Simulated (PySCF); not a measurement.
**CaSe: energy against distance**

Set-up: basis Ca 6-31G(d,p), Se 6-31G(d,p); no relativity; PySCF 2.14. Energies in eV from Ca + Se in their ground configurations at the same level. State: ¹Σ⁺ (singlet), closed shell.

```csv
R (Å),PBE0
2.094,-2.144
2.192,-2.792
2.289,-3.149
2.362,-3.275
2.435,-3.310
2.508,-3.274
2.606,-3.144
2.727,-2.894
2.873,-2.520
3.068,-1.975
```

Task: Put a parabola through the three lowest points of the PBE0 curve and estimate Re, k and ωe (reduced mass 26.64 u; 1 eV/Å² = 0.16022 mdyn/Å; ωe = 1302.8·√(k/μ) cm⁻¹).

Result: Through R = 2.362, 2.435, 2.508 Å the second-order coefficient is 6.66 eV/Å², so Re ≈ 2.434 Å, k ≈ 2.13 mdyn/Å and ωe ≈ 369 cm⁻¹. A polynomial fit of higher order to the unrounded PBE0 energies gives Re = 2.431 Å, k = 2.14 mdyn/Å, ωe = 370 cm⁻¹; anharmonicity and rounding make the difference.

The higher-order fit for each curve: PBE0: Re = 2.431 Å, ωe = 370 cm⁻¹, De = 3.31 eV.
